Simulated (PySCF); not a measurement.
CdH⁺ at BLYP

Computed with BLYP; Cd def2-TZVP with ECP28, H def2-TZVP; scalar-relativistic core potentials (PySCF 2.14).

```json
{
 "state": "¹Σ⁺ (singlet), closed shell",
 "bond length": "1.677 Å",
 "harmonic wavenumber": "1715 cm⁻¹",
 "force constant": "1.73 mdyn/Å",
 "rotational constant Be": "6.003 cm⁻¹",
 "anharmonicity ωexe": "31.4 cm⁻¹",
 "vibration–rotation constant αe": "0.182 cm⁻¹",
 "well depth De to Cd⁺ + H": "2.24 eV",
 "dissociation energy D0": "2.14 eV",
 "HOMO–LUMO gap": "3.99 eV",
 "bond order (Mayer)": "1.01",
 "dipole moment (positive dipole points towards H; it is taken about the centre of mass and depends on that origin)": "-1.00 D"
}
```

For an ion De counts to the pair picked by the measured ionisation energies or electron affinities, which need not be the lowest pair at this level.
